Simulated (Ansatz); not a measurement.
```xyz
5

Cl   -0.135   -2.017    0.475
Si    0.046   -0.054   -0.019
Cl    1.725    0.174   -1.143
I    -1.880    0.631   -1.308
I     0.244    1.266    1.995
```

Total charge 0; spin multiplicity 1. I: def2 effective core potential.

(1) List the r2SCAN/def2-TZVPP orbital energies in eV (the Gaussian-basis code of Ansatz). (Best estimate.)

## Answers

(1) The calculation gave: Occupied: -2754.06, -2754.06, -1794.67, -255.46, -255.46, -194.00, -194.00, -193.85, -193.85, -193.85, -193.85, -185.08, -185.08, -144.77, -131.18, -131.18, -130.94, -130.94, -130.94, -130.94, -99.64, -99.64, -99.64, -50.96, -50.96, -50.88, -50.88, -50.88, -50.87, -50.68, -50.68, -50.68, -50.68, -22.67, -21.93, -18.96, -18.49, -13.75, -11.28, -10.70, -10.46, -9.15, -9.10, -8.75, -8.43, -7.77, -7.48, -7.25, -7.07. Lowest empty: -2.54, -0.89, -0.73, -0.59, 2.70, 2.72, 2.90, 3.08.
